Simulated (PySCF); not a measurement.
C₆ coefficients of unlike pairs at PBE0

Calculated with PySCF 2.14 from the dipole response of each species, C₆(A,B) = (3/π) ∫ α_A(iu) α_B(iu) du, in atomic units, from isotropic polarisabilities. For ions this is the dispersion term alone; charge-induced terms of lower order in 1/R come first.

| species | configuration | basis | relativity | α (bohr³) | C₆ (like pair) |
| --- | --- | --- | --- | --- | --- |
| Cl⁺ | [Ne] 3s2 3p4 (3P) | aug-cc-pV(Q+d)Z (7s6p5d3f2g) | none | 8.681 | 41.01 |
| I³⁺ | [Kr] 4d10 5s2 5p2 (3P) | aug-cc-pVQZ-PP with one added diffuse shell each of s, p, d, f, g type with ECP28MDF (8s8p6d4f3g) | core potential | 10.12 | 55.74 |
| Nb | [Kr] 4d4 5s1 (6D) | aug-cc-pwCVTZ-PP with ECP28MDF (8s8p7d4f3g) | core potential | 95.98 | 1084 |
| Ti⁺ | [Ar] 3d2 4s1 (4F) | aug-cc-pVDZ (7s6p4d2f) | none | 50.78 | 319.6 |

(1) Estimate C₆ for Ti⁺ with Cl⁺.

No spin-orbit coupling is included.

The other pairs:

```csv
pair,C₆
"Ti⁺, Nb",588.1
"Nb, Cl⁺",176.6
"Nb, I³⁺",205.3
"I³⁺, Cl⁺",47.74
"Ti⁺, I³⁺",110.7
```

Answers

(1) The integral gives 95.12. The combination rule 2 C_A C_B / (C_A α_B/α_A + C_B α_A/α_B) gives 89.00 and the geometric mean 114.5.
